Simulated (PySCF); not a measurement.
(2R)-1,1-difluoro-2-methylcyclopropane (C₄H₆F₂), SMILES C[C@@H]1CC1(F)F. Atoms are numbered in the order given.

```xyz
12

C      2.0254     0.2620     0.1734
C      0.7303     0.2858    -0.6045
C     -0.4052     1.2698    -0.2214
C     -0.5425    -0.1934     0.0052
F     -0.5288    -0.6710     1.2763
F     -1.4181    -0.9087    -0.7428
H      2.7046     1.0750    -0.1546
H      2.5555    -0.7021     0.0349
H      1.8385     0.3859     1.2582
H      0.8110     0.0859    -1.6869
H     -0.2429     1.9039     0.6647
H     -0.9929     1.7243    -1.0334
```

Coordinates come from a PBE-D3(BJ)/def2-SVP optimisation.

Method: HF/pcSseg-1 in PySCF.

GIAO shieldings, no solvent; atoms listed in one row are averaged. δ = σ(ref) − σ: ¹³C against TMS (σ = 192.6 ppm); ¹⁹F against CFCl3 (σ = 238.5 ppm); ¹H against TMS (σ = 31.99 ppm), references at their B3LYP-D3(BJ)/def2-TZVP geometries, non-relativistic.

```
nucleus       atoms  count  δ (ppm)
-------  ----------  -----  -------
¹³C              C4      1    106.1
¹³C              C3      1     17.7
¹³C              C2      1     17.4
¹³C              C1      1     15.9
¹⁹F              F6      1   -118.1
¹⁹F              F5      1   -135.3
¹H              H12      1     1.89
¹H       H7, H8, H9      3     1.84
¹H              H10      1     1.77
¹H              H11      1     1.36
```
